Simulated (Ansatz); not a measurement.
Consider the redistribution: `C[SiH](C)[SnH3]` + `B[O][GeH3]` → `BO[SiH](C)C` + `[GeH3][SnH3]`.

Isolated molecules relaxed with PBE0-D4/def2-TZVP in Ansatz; ΔE leaves out vibrations. CCSD(T)/CBS is the MP2 limit (def2-TZVPP, def2-QZVPP) plus CCSD(T) − MP2 in def2-TZVPP, frozen cores. Functionals use def2-TZVPP. Elements past krypton have def2 core potentials. For Ge, Sn outer-core shells are correlated without core-valence functions, which leaves a few kJ/mol of doubt a bond. Scalar relativity is left out up to krypton. One conformer a species, not always the lowest.

```tsv
level	ΔE (eV)
B2PLYP	-1.00
CCSD/CBS(def2)	-1.03
```

**Question.** What does CCSD(T)/CBS give? (Estimate.)

**Answer.** Computed: -1.00 eV. The listed levels differ from it by 0.00, -0.03 eV.

Largest T1 diagnostic among the species: 0.013.

In def2-TZVPP, CCSD(T) changes the Hartree–Fock value by +0.12 eV (the triples alone add +0.03 eV) and MP2 by +0.12 eV. From PBE to PBE0 (25 % exact exchange), in def2-TZVPP and without D4, ΔE moves by −0.06 eV.
